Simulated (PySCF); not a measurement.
**Ionisation energy along the 10-electron series**

Calculated with PySCF 2.14 and a two-component X2C-1e Hamiltonian (Gaussian nucleus, no Breit or QED terms), each ion in its own even-tempered basis scaled to its charge; GMP2 freezes nothing and drops the highest virtual spinors. Values in eV. NIST values: (m) measured, (s) semi-empirical, (t) theoretical.

```tsv
ion	configuration	GHF (spin-free)	GMP2 (spin-free)	GHF (screened spin-orbit)	GMP2 (screened spin-orbit)	NIST
Ir⁶⁷⁺	[Ne]	17540.5	17542.2	17063.3	17065.0	17040 ± 40 (t)
Pt⁶⁸⁺	[Ne]	18063.6	18065.3	17559.3	17560.9	17540 ± 50 (t)
Au⁶⁹⁺	[Ne]	18595.3	18597.0	18062.7	18064.3	18040 ± 50 (t)
```

Between Z = 77 and Z = 79 the GMP2 (screened spin-orbit) value grows as Z to the power 2.22.
